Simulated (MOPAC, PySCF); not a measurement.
[Cd(H)2], neutral singlet in the gas phase. 

Cartesian coordinates (Å):
```xyz
3

Cd     0.0000     0.0000     0.0000
H      1.1077    -1.2633     0.1340
H     -1.1077     1.2633    -0.1340
```
Charge 0, spin multiplicity 1.

All levels are single points at this geometry (PBE-D3(BJ)/def2-SVP); Pople sets use spherical d functions. Orbital energies aren't observables, and empty levels follow the basis.

```
level                                   HOMO (eV)  LUMO (eV)  gap (eV)  dipole (D)  vertical IE, Delta-SCF (eV)
--------------------------------------  ---------  ---------  --------  ----------  ---------------------------
PBE-D3(BJ)/def2-TZVP in PySCF               -6.67      -1.39      5.29        0.00                            –
TPSSh-D3(BJ)/def2-TZVP in PySCF             -7.27      -0.94      6.33        0.00                            –
B3LYP/6-31G* (LANL2DZ on Cd) in PySCF       -7.39      -0.96      6.42        0.00                        10.10
B3LYP/LANL2DZ in PySCF                      -7.37      -0.96      6.41        0.00                            –
M06-2X/6-31G* (LANL2DZ on Cd) in PySCF      -8.58      -0.30      8.28        0.00                            –
HF/6-31G* (LANL2DZ on Cd) in PySCF         -10.59       1.18     11.77        0.00                            –
PM3 in MOPAC                                -8.08       3.52     11.60        0.00                            –
PM6 in MOPAC                                -7.66       2.72     10.37        0.00                            –
PM7 in MOPAC                               -12.61       3.20     15.81        0.00                            –
```
